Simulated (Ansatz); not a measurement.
Geometry optimisation, Ansatz, RKS LDA/def2-SVP.

The input (input.yaml):

```yaml
crystal:
  periodic: [false, false, false]
  atoms:
    - { symbol: C, position_ang: [-1.4882, 1.354, -0.4117] }
    - { symbol: C, position_ang: [-0.4804, 0.6488, -0.3535] }
    - { symbol: C, position_ang: [0.5521, -0.0972, -0.2924] }
    - { symbol: C, position_ang: [0.8451, -1.2081, 0.6907] }
    - { symbol: I, position_ang: [2.1045, 0.3028, -1.6245] }
    - { symbol: H, position_ang: [-1.4764, 2.4199, -0.8262] }
    - { symbol: H, position_ang: [-2.4729, 1.0298, -0.0889] }
    - { symbol: H, position_ang: [0.9611, -2.151, 0.1632] }
    - { symbol: H, position_ang: [1.641, -1.0172, 1.3807] }
    - { symbol: H, position_ang: [0.37068, 1.22219, 0.0139] }
basis:
  gaussian: { orbitals: def2-SVP }
hamiltonian:
  xc: lda
relax:
  f_tol: 0.02
  max_steps: 50
```

Command:

```bash
$ ansatz run input.yaml --threads 2 --pin off --max-ram 3072MiB --backend cpu --events-out ev --progress --plain --runs-dir out
```

**Question.** Where does it end, and by what steps?

**Answer.** It converged. The force dipped under the threshold on the way, but the program's further checks kept it going. After 20 steps the energy has fallen by 6.481 eV; H8 moved furthest, 1.69 Å.

| step | energy less start (eV) | largest force component (eV/Å) | accepted |
| --- | --- | --- | --- |
| 0 | 0.0000 | 6.769 | yes |
| 1 | -1.8381 | 3.348 | yes |
| 2 | -2.5687 | 1.106 | yes |
| 3 | -3.0024 | 1.414 | yes |
| 4 | -3.4316 | 1.568 | yes |
| 5 | -3.9702 | 1.744 | yes |
| 6 | -4.6676 | 1.719 | yes |
| 7 | -5.3387 | 1.245 | yes |
| 8 | -5.7521 | 0.999 | yes |
| 9 | -6.0791 | 0.671 | yes |
| 10 | -6.2833 | 0.435 | yes |
| 11 | -6.3712 | 0.556 | yes |
| 12 | -6.4266 | 0.609 | yes |
| 13 | -6.4369 | 0.287 | yes |
| 14 | -6.4693 | 0.399 | yes |
| 15 | -6.4784 | 0.080 | yes |
| 16 | -6.4781 | 0.156 | no |
| 17 | -6.4803 | 0.045 | yes |
| 18 | -6.4813 | 0.016 | yes |
| 19 | -6.4814 | 0.012 | yes |
| 20 | -6.4814 | 0.011 | yes |

```xyz
10
Properties=species:S:1:pos:R:3
C -1.373 1.047 -0.256
C -0.038 1.179 -0.256
C 0.877 0.050 -0.271
C 0.710 -1.114 0.369
I 2.594 0.355 -1.465
H -2.033 1.929 -0.205
H -1.847 0.051 -0.318
H -0.168 -1.233 1.031
H 1.420 -1.951 0.280
H 0.416 2.189 -0.258
```

Whether the end is a true minimum wasn't checked by a vibrational analysis.

The run took 21 s on 2 threads of AMD EPYC 9R14 (Zen 4) (shared host), peak memory 0.22 GiB.
